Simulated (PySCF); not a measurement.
A structure optimised at PBE0-D3(BJ)/def2-TZVP, used in a PySCF frequency run:

```
Cu
I 1 2.3759
```
Charge 0, spin multiplicity 1.

### Question
Write its SMILES, formula and point group.

### Answer
[Cu][I], CuI, C∞v

### Question
What are its rotational constants (standard atomic weights)?

### Answer
2.1143 GHz (linear rotor, B only)
